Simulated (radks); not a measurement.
Removal energies from the caesium ion Cs13+, [Kr] 4d(3/2: 4, 5/2: 2), by Delta-SCF beside the eigenvalue of the level emptied. Method: Dirac Kohn-Sham, PBE, spin-unpolarised, spherical densities, finite nucleus; Fermi nuclear charge, rms radius of each element as measured or else 0.836 A^(1/3) + 0.57 fm; computed with a radial shooting solver on a logarithmic mesh with Libxc functionals. Sub-shells are occupied by j as written (lower j first in brackets).

| removed from | final configuration | Delta-SCF (eV) | -eigenvalue (eV) |
|---|---|---|---|
| 4d5/2 | [Kr] 4d(3/2: 4, 5/2: 1) | 320.15 | 305.68 |
| 4d3/2 | [Kr] 4d(3/2: 3, 5/2: 2) | 323.09 | 308.51 |
| 4p3/2 | [Ar] 3d10 4s2 4p(1/2: 2, 3/2: 3) 4d(3/2: 4, 5/2: 2) | 408.61 | 393.38 |
| 4p1/2 | [Ar] 3d10 4s2 4p(1/2: 1, 3/2: 4) 4d(3/2: 4, 5/2: 2) | 424.32 | 408.69 |
